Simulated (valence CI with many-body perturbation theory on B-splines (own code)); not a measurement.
Sm56+: E2, E3, M1, M2 decay

Method: configuration interaction combined with many-body perturbation theory (CI+MBPT): four valence electrons over a frozen Dirac-Fock core [He], radial functions for each j: 11 s, 11 p, 10 d, 8 f, 5 g, 2 h, with the one-electron correlation potential Σ1 (screened to all orders), the two-electron term Σ2, the three-electron term Σ3, Breit, model QED; selected single and double excitations, second order for the rest, scaled by the run's own slope (own B-spline code, finite nucleus).

No measured spectrum was set against this ion. As an estimate, large intervals hold to a few tenths of a per cent, small ones and those within an open d or f shell to about a per cent. Among the levels kept, up to 900 cm⁻¹ of a level comes from second order outside the variational space, and about a tenth of that is noise between levels of different J, which matters for small intervals.

Lines 1 to 50 of 85 in falling wavelength, among levels below 662.65 Ry, chosen from the decays that carry over 1 % of a level's rate. Wavelengths and rates use the calculated energies. Electric multipoles are in the length gauge with retardation, E1 and E2 with the static RPA response of the core. M1 uses the relativistic operator with retardation. Weak lines are less certain than strong ones. Lines between different terms over intervals too small for the method are left out, as are lines whose strength nearly cancels.

Levels are named by their leading jj configuration (3d3/2^4 stands for four electrons in 3d with j = 3/2), which in mixed levels can hold well under half, so a name can repeat and another be missing. Letters in brackets count levels of one name in rising energy.

```csv
λ vac (Å),Upper,Lower,Type,A (s⁻¹),Branch %
19.82,(2s^2 2p1/2 2p3/2) J=1,(2s^2 2p1/2^2) J=0,M1,1.56e+09,100.0
19.38,(2s^2 2p3/2 3d5/2) J=4,(2s^2 2p1/2 3d5/2) J=3,M1,1.24e+09,1.7
19.33,(2s^2 2p3/2^2) J=2,(2s^2 2p1/2 2p3/2) J=2,M1,1.25e+09,19.0
19.29,(2s^2 2p1/2 2p3/2) J=2,(2s^2 2p1/2^2) J=0,E2,3.81e+06,99.7
18.82,(2s^2 2p3/2^2) J=2,(2s^2 2p1/2 2p3/2) J=1,M1,1.26e+09,19.1
17.52,(2s^2 2p3/2^2) J=0,(2s^2 2p1/2 2p3/2) J=1,M1,2.98e+09,37.4
2.150,(2s^2 2p3/2 3d5/2) J=4,(2s 2p3/2^3) J=2,E2,7.91e+08,1.1
1.965,(2s^2 2p3/2 3p1/2) J=2,(2s^2 2p3/2^2) J=0,E2,1.80e+11,5.7
1.960,(2s^2 2p1/2 3p1/2) J=1,(2s^2 2p1/2 2p3/2) J=2,E2,4.96e+11,36.8
1.959,(2s 2p1/2^2 3p1/2) J=0,(2s 2p1/2^2 2p3/2) J=2,E2,9.68e+11,26.8
1.954,(2s^2 2p1/2 3p1/2) J=1,(2s^2 2p1/2 2p3/2) J=1,E2,4.91e+11,36.4
1.950,(2s^2 2p3/2 3p1/2) J=1,(2s^2 2p3/2^2) J=2,E2,5.08e+11,13.0
1.950,(2s^2 2p3/2 3p1/2) J=2,(2s^2 2p3/2^2) J=2,E2,6.83e+11,21.7
1.949,(2s^2 2p3/2 3d5/2) J=4,(2s 2p1/2 2p3/2^2) J=2 [b],E2,1.07e+09,1.5
1.948,(2s^2 2p1/2 3p1/2) J=0,(2s^2 2p1/2 2p3/2) J=2,E2,9.56e+11,29.3
1.941,(2s 2p3/2^2 3p1/2) J=0,(2s 2p3/2^3) J=2,E2,5.38e+11,19.7
1.928,(2s 2p1/2 2p3/2 3p3/2) J=4,(2s 2p1/2 2p3/2^2) J=2 [b],E2,3.05e+10,2.7
1.926,(2s^2 2p3/2 3d5/2) J=4,(2s 2p1/2 2p3/2^2) J=3,E2,5.89e+09,8.3
1.916,(2s 2p3/2^2 3p3/2) J=4,(2s 2p3/2^3) J=2,E2,1.64e+11,10.7
1.906,(2s 2p1/2 2p3/2 3p3/2) J=4,(2s 2p1/2 2p3/2^2) J=3,E2,2.87e+11,25.5
1.906,(2s 2p1/2 2p3/2 3p3/2) J=0 [b],(2s 2p1/2 2p3/2^2) J=2 [b],E2,5.11e+11,7.4
1.904,(2s^2 2p3/2 3p3/2) J=2,(2s^2 2p3/2^2) J=0,E2,1.90e+11,1.4
1.903,(2s 2p1/2 2p3/2 3p3/2) J=1 [d],(2s 2p1/2 2p3/2^2) J=2 [b],E2,3.00e+11,2.3
1.900,(2s 2p1/2 2p3/2 3p3/2) J=1 [d],(2s 2p1/2 2p3/2^2) J=1 [a],E2,2.56e+11,2.0
1.899,(2s 2p1/2^2 3p3/2) J=2,(2s 2p1/2^2 2p3/2) J=2,E2,3.35e+11,2.5
1.898,(2s^2 2p1/2 3p3/2) J=2,(2s^2 2p1/2 2p3/2) J=2,E2,3.35e+11,16.8
1.897,(2s^2 2p1/2 3p3/2) J=1,(2s^2 2p1/2 2p3/2) J=2,E2,2.37e+11,3.9
1.897,(2s^2 2p3/2 3p3/2) J=3,(2s^2 2p3/2^2) J=2,E2,3.66e+11,5.1
1.895,(2s 2p1/2 2p3/2 3p3/2) J=4,(2s 2p1/2 2p3/2^2) J=2 [a],E2,1.86e+10,1.7
1.893,(2s^2 2p1/2 3p3/2) J=2,(2s^2 2p1/2 2p3/2) J=1,E2,1.48e+11,7.4
1.892,(2s^2 2p1/2 3p3/2) J=1,(2s^2 2p1/2 2p3/2) J=1,E2,2.27e+11,3.7
1.890,(2s 2p3/2^2 3p3/2) J=0,(2s 2p3/2^3) J=2,E2,1.98e+11,2.8
1.883,(2s^2 2p3/2 3p3/2) J=0,(2s^2 2p3/2^2) J=2,E2,9.63e+11,7.7
1.882,(2s 2p1/2 2p3/2 3p3/2) J=1 [d],(2s 2p1/2 2p3/2^2) J=3,E2,1.85e+11,1.4
1.874,(2s 2p1/2 2p3/2 3d5/2) J=5,(2s 2p1/2 2p3/2^2) J=3,M2,1.84e+10,43.7
1.874,(2s 2p1/2 2p3/2 3d5/2) J=5,(2s 2p1/2 2p3/2^2) J=3,E3,9.43e+08,2.2
1.873,(2s 2p1/2 2p3/2 3p3/2) J=0 [b],(2s 2p1/2 2p3/2^2) J=2 [a],E2,1.38e+11,2.0
1.865,(2s^2 2p3/2 3d5/2) J=4,(2s^2 2p3/2^2) J=2,M2,1.76e+10,24.7
1.865,(2s^2 2p3/2 3d5/2) J=4,(2s^2 2p3/2^2) J=2,E3,1.26e+09,1.8
1.751,(2s^2 2p3/2 3d5/2) J=4,(2s 2p1/2^2 2p3/2) J=2,E2,5.63e+09,7.9
1.736,(2s 2p3/2^2 3p3/2) J=4,(2s 2p1/2 2p3/2^2) J=3,E2,2.33e+11,15.1
1.735,(2s 2p1/2 2p3/2 3p3/2) J=4,(2s 2p1/2^2 2p3/2) J=2,E2,5.22e+11,46.3
1.733,(2s 2p3/2^2 3p3/2) J=0,(2s 2p1/2 2p3/2^2) J=2 [b],E2,5.69e+11,8.0
1.731,(2s 2p1/2 2p3/2 3p3/2) J=1 [d],(2s 2p1/2^2 2p3/2) J=1,E2,3.24e+11,2.5
1.729,(2s 2p3/2^2 3p3/2) J=2 [c],(2s 2p1/2 2p3/2^2) J=2 [b],E2,2.47e+11,1.3
1.728,(2s^2 2p1/2 3p3/2) J=2,(2s^2 2p1/2^2) J=0,E2,4.63e+11,23.2
1.727,(2s^2 2p3/2 3p3/2) J=3,(2s^2 2p1/2 2p3/2) J=2,E2,2.40e+11,3.3
1.727,(2s 2p3/2^2 3p3/2) J=4,(2s 2p1/2 2p3/2^2) J=2 [a],E2,4.07e+11,26.5
1.723,(2s^2 2p3/2 3p3/2) J=3,(2s^2 2p1/2 2p3/2) J=1,E2,3.37e+11,4.6
1.721,(2s^2 2p3/2 3p3/2) J=2,(2s^2 2p1/2 2p3/2) J=2,E2,3.70e+11,2.8
```
